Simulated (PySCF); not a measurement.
CH4F2O2Si. Atoms are numbered in the order given.

```xyz
10

C     -2.1314    -0.8470     0.3185
O     -1.2641     0.2300     0.0586
Si     0.3489     0.1700    -0.0515
O      0.9505    -0.7506     1.1536
F      0.8964     1.6726     0.0010
F      0.8454    -0.4185    -1.4637
H     -1.7392    -1.5015     1.1143
H     -2.2952    -1.4514    -0.5893
H     -3.1000    -0.4414     0.6433
H      1.8703    -1.0260     1.1098
```
Charge 0, spin multiplicity 1.

Geometry: PBE0-D3(BJ)/def2-SVP. The structure was generated by enumeration, and PubChem lists no compound with its InChIKey, so it may never have been made. Other conformers were not sampled.

Vertical ionisation energy (IE) and electron affinity (EA) in eV. Rows of orbital energies are one-electron estimates. Where ΔSCF, EOM or ADC give a negative EA the extra electron is unbound and the value depends on the basis.

| level | IE | EA |
|---|---|---|
| −ε(HOMO), −ε(LUMO), M06-2X/def2-TZVP (PySCF) | … | … |
| −ε(HOMO), −ε(LUMO), PBE/def2-TZVP (PySCF) | 7.36 | 0.56 |

### Question
Some entries are withheld; supply them. (Estimate from the structure and the level; the computed values follow.)

### Answer

- −ε(HOMO), −ε(LUMO), M06-2X/def2-TZVP (PySCF), IE: 10.65
- −ε(HOMO), −ε(LUMO), M06-2X/def2-TZVP (PySCF), EA: -1.01
